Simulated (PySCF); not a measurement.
Computed Raman spectrum (relative Raman activity) of a molecule C4H5Br. The structure is a stationary point at B3LYP-D3(BJ)/def2-SVP. Other conformers were not sampled. All values below come from B3LYP-D3(BJ)/def2-SVP in PySCF 2.14.0. Frequencies are harmonic and unscaled.

Lines under 2 % of the strongest are left out, and lines within 2 cm⁻¹ are merged.

```json
[
 {"ν (cm⁻¹)": "150", "relative intensity": "2.7"},
 {"ν (cm⁻¹)": "428", "relative intensity": "3.1"},
 {"ν (cm⁻¹)": "609", "relative intensity": "2.9"},
 {"ν (cm⁻¹)": "919", "relative intensity": "2.3"},
 {"ν (cm⁻¹)": "1282", "relative intensity": "12"},
 {"ν (cm⁻¹)": "1390", "relative intensity": "4.0"},
 {"ν (cm⁻¹)": "1442", "relative intensity": "3.7"},
 {"ν (cm⁻¹)": "1476", "relative intensity": "6.2"},
 {"ν (cm⁻¹)": "2077", "relative intensity": "3.5"},
 {"ν (cm⁻¹)": "3031", "relative intensity": "51"},
 {"ν (cm⁻¹)": "3109", "relative intensity": "100"},
 {"ν (cm⁻¹)": "3135", "relative intensity": "25"},
 {"ν (cm⁻¹)": "3194", "relative intensity": "43"}
]
```

### Question
Which structure fits?
A. C=C/C=C/Br
B. C=C=C(C)Br
C. C#CCCBr
D. C=CC(=C)Br

### Answer
B, C=C=C(C)Br
